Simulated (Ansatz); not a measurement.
Computed with Ansatz on PBE0-D4/def2-TZVP structures; ΔE is electronic, products minus reactants. CCSD(T)/CBS adds triple-zeta CCSD(T) − MP2 to the extrapolated MP2 energy (def2 sets, frozen cores). This one scheme is used for every species. DFT in def2-TZVPP. B3LYP here is the variant with VWN-RPA as its local correlation; programs differ in this. Each species was taken in one conformer, which may not be the lowest.

`O[Si@H](F)N[Si@H](O)Cl` + CH₃OH → `CO[SiH](O)Cl` + `N[SiH](O)F`  (ligand exchange at the Si–N bond)

`O[Si@H](F)N[Si@H](O)Cl`:

Z-matrix (Å, degrees):
```
Si
F 1 1.595
N 1 1.697 2 113.8
O 1 1.644 2 106.5 3 -117.2
H 1 1.474 2 105.8 3 121.6
Si 3 1.725 1 130.2 2 -88.3
H 3 1.012 1 114.5 2 97.9
H 4 0.959 1 117.3 2 -35.8
O 6 1.621 3 109.0 1 -6.2
Cl 6 2.057 3 107.1 1 -128.5
H 6 1.472 3 114.0 1 115.2
H 9 0.966 6 115.4 3 -25.7
```

CH₃OH:

Z-matrix (Å, degrees):
```
C
O 1 1.409
H 1 1.097 2 112.4
H 1 1.090 2 107.0 3 -118.5
H 1 1.097 2 112.4 3 123.0
H 2 0.959 1 108.5 3 -61.6
```

`CO[SiH](O)Cl`:

Z-matrix (Å, degrees):
```
C
O 1 1.411
H 1 1.095 2 111.2
H 1 1.094 2 111.2 3 121.5
H 1 1.090 2 107.9 3 -119.1
Si 2 1.623 1 126.5 3 -65.0
Cl 6 2.059 2 108.1 1 -50.2
O 6 1.621 2 109.2 1 -171.5
H 6 1.472 2 113.4 1 69.1
H 8 0.959 6 118.6 2 55.2
```

`N[SiH](O)F`:

Cartesian coordinates in Å:
```
N 1.086 -0.475 -0.043
Si -0.300 0.508 -0.055
O -1.650 -0.401 -0.116
F -0.194 1.356 1.293
H 1.939 -0.151 0.383
H 1.262 -1.147 -0.771
H -0.455 1.474 -1.157
H -1.688 -1.163 0.466
```

| level | ΔE (kJ/mol) | difference from CCSD(T)/CBS |
| --- | --- | --- |
| PBE-D4 | -29.1 | 4.6 |
| r2SCAN-D4 | -34.9 | -1.2 |
| PBE0-D4 | -29.4 | 4.3 |
| B3LYP-D4 | -33.3 | 0.4 |
| B2PLYP | -38.6 | -4.9 |
| r2SCAN | -36.3 | -2.6 |
| PBE0 | -33.7 | 0.0 |
| B3LYP | -40.6 | -6.9 |
| HF/def2-TZVPP | -46.2 | -12.5 |
| SCS-MP2/def2-TZVPP | -36.3 | -2.6 |
| CCSD(T)/def2-TZVPP | -33.1 | 0.6 |
| HF/def2-QZVPP | -47.0 | -13.3 |
| MP2/def2-QZVPP | -34.5 | -0.8 |
| SCS-MP2/def2-QZVPP | -36.9 | -3.2 |
| MP2/CBS(def2) | -34.5 | -0.8 |
| CCSD/CBS(def2) | -35.7 | -2.0 |
| CCSD(T)/CBS | -33.7 | 0 |

Largest T1 diagnostic among the species: 0.011.

The D4 term adds +7.3 kJ/mol with B3LYP and +4.2 kJ/mol with PBE0; it sums over pairs of atoms, weighted by their polarisabilities, and B3LYP, whose exchange is more repulsive, gets the larger term. In def2-TZVPP, CCSD(T) changes the Hartree–Fock value by +13.1 kJ/mol (the triples alone add +2.0 kJ/mol) and MP2 by +12.3 kJ/mol.
